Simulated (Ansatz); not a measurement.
Born–Oppenheimer molecular dynamics of GaH5O (7 atoms, charge 0, multiplicity 1). It starts at the highest image of a converged band, a first-order saddle point between two minima.

These are results of RKS PBE/def2-mTZVP in Ansatz, not measurements.

```json
{"ensemble": "NVE (velocity Verlet)", "time step": "0.5 fs", "steps asked": "200", "starting velocities drawn for": "300 K", "seed": "9364"}
```

First frame:

```xyz
7
Properties=species:S:1:pos:R:3
Ga 0.043 -0.196 -0.150
H -0.023 -0.101 1.704
H 1.449 0.323 -0.602
H -1.406 0.117 -0.669
O 0.204 -2.054 0.585
H -0.626 -2.562 0.503
H 0.032 -1.076 1.498
```

(1) How far do the bonds stretch over the last three quarters of this one trajectory? (Pairs bonded in most of those frames.)

Results:

(1) 
```tsv
bond	mean (Å)	spread (Å)	shortest	longest
Ga1–H2	1.586	0.043	1.51	1.66
Ga1–H3	1.591	0.012	1.57	1.61
Ga1–H4	1.598	0.013	1.57	1.62
O5–H6	0.981	0.018	0.94	1.02
O5–H7	0.994	0.063	0.90	1.09
```

Pairs bonded in part of these frames only: Ga1–O5 21 %.

Mean temperature of the second half: 763 K. The conserved energy stayed within 0.51 meV per atom of its start (net change 0.14 meV per atom), so the integration is sound. The kinetic energy rose, since the run started high on the potential surface and went downhill. It ends in pieces (GaH3 + H2O), so much of that is their flight and rotation, not heat. A run of 0.1 ps of so small a system gives no equilibrium averages. The orbitals stay closed-shell, which can raise the energy where a bond breaks towards radicals; this wasn't checked here.

The run took 4.3 min on 1 thread of Intel(R) Xeon(R) Platinum 8488C (Sapphire Rapids), with other jobs on the host, peak memory 0.16 GiB.
